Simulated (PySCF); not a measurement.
Ga(I)(OH)2 (GaH2IO2), SMILES [OH][Ga]([OH])[I]. Atoms are numbered in the order given.

```xyz
6

Ga    -0.0023     1.1252     0.0000
I     -0.0055    -1.3619     0.0000
O     -1.5540     1.9939     0.0000
H     -1.4380     2.9547     0.0000
O      1.4911     2.1015     0.0000
H      2.3065     1.5827     0.0000
```

Geometry optimised at B3LYP-D3(BJ)/def2-SVP. The structure was generated by enumeration; whether it is a known compound was not checked. The def2 effective core potentials stand for the cores of I; spin–orbit coupling is left out. One conformer was computed; it need not be the lowest.

These are IEF-PCM-B3LYP/def2-SVP in PySCF values and carry that method's errors.

The values are the electrostatic part of the solvation free energy, E(continuum) − E(gas) at the gas-phase geometry, in a cavity of scaled van der Waals radii (PySCF's table); cavitation and dispersion terms are not included. A continuum can't describe solvent molecules that bind to the metal. In vacuum the orbital gap is 5.88 eV. The dipole moment in vacuum is 1.54 D.

**Question.** Estimate the values in water (ε = 78.36), dimethylsulfoxide (ε = 46.83), ethanol (ε = 24.85). (An estimate is asked for; the answer gives what the named calculation found.)

**Answer.** 
```tsv
solvent	ε	ΔG(elec) (kcal/mol)	dipole (D)	gap (eV)
water	78.36	-8.5	2.06	6.07
dimethylsulfoxide	46.83	-8.4	2.05	6.07
ethanol	24.85	-8.1	2.03	6.06
```
